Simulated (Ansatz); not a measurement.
Mulliken charges of C2H5FSn, SMILES `C[CH2][Sn][F]` from B3LYP/def2-TZVPP in Ansatz (PBE0-D4/def2-TZVP geometry).

```tsv
atom	x (Å)	y (Å)	z (Å)	charge (e)
C1	-0.357	0.858	-0.169	-0.251
C2	0.044	-0.293	0.744	-0.434
Sn3	1.462	-1.712	-0.133	0.771
F4	0.702	-1.544	-1.926	-0.512
H5	-0.706	0.492	-1.137	0.105
H6	-1.155	1.466	0.269	0.083
H7	0.484	1.529	-0.364	0.068
H8	-0.833	-0.905	1.000	0.084
H9	0.447	0.063	1.698	0.087
```

By hand: the dipole of these point charges (1 e Å = 4.8032 D).

Σ q r = (0.670, -0.411, 0.713) e Å, of length 1.061 e Å = 5.10 D.

How does the dipole of the full density compare? (Best estimate.)

Computed: (0.169, -0.008, 0.541) e Å, 2.72 D; the point charges give 1.87 times that, at 33° from its direction.

Point charges leave out the atoms' own dipoles, such as those of lone pairs, and Mulliken's split depends on the basis, so the two needn't agree.

B3LYP here is the variant with VWN-RPA as its local correlation; programs differ in this.
